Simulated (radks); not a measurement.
Values are calculated unless marked as measured or tabulated.
Ionisation of Gd, [Xe] 4f7 5d1 6s2, to Gd+, [Xe] 4f7 5d1 6s1, under several functionals. Dirac Kohn-Sham, spin-unpolarised, spherical densities, point nucleus; open shells are shared between the two j in proportion to 2j + 1; a radial shooting solver on a logarithmic mesh with Libxc functionals.

| functional | E(Gd) (hartree) | Exc (hartree) | IE (eV) | -e(HOMO) (eV) | <r> HOMO (bohr) | IE error (eV) |
|---|---|---|---|---|---|---|
| PBEsol | -11276.2433 | -245.9003 | 6.675 | 2.449 | 2.885 | +0.525 |
| exchange-only PBE | -11276.4948 | -246.1372 | 6.049 | 1.710 | 3.019 | -0.101 |
| PBE | -11280.0946 | -249.7928 | 6.646 | 2.428 | 2.895 | +0.496 |
| HCTH/407 | -11286.8230 | -256.8170 | 6.601 | 2.530 | 2.872 | +0.451 |
| AM05 | -11272.8120 | -242.4407 | 6.606 | 2.401 | 2.881 | +0.456 |
| exchange-only LDA | -11266.1726 | -235.7132 | 5.974 | 1.620 | 2.991 | -0.176 |

NIST Atomic Spectra Database: 6.150 eV (measured). Closest: exchange-only PBE. The Delta-SCF values span 0.70 eV, the total energies 20.65 hartree. The highest occupied level is 5d5/2. Spin polarisation and multiplet splitting are left out, so open shells lie too high by an amount that depends on their filling. Sharing an open shell by 2j + 1 raises it above the true ground level by a part of the spin-orbit splitting, which enters the differences from NIST.

Beside tabulated values, note that spin-unpolarised runs miss the spin-polarisation part of the exchange energy of open shells.
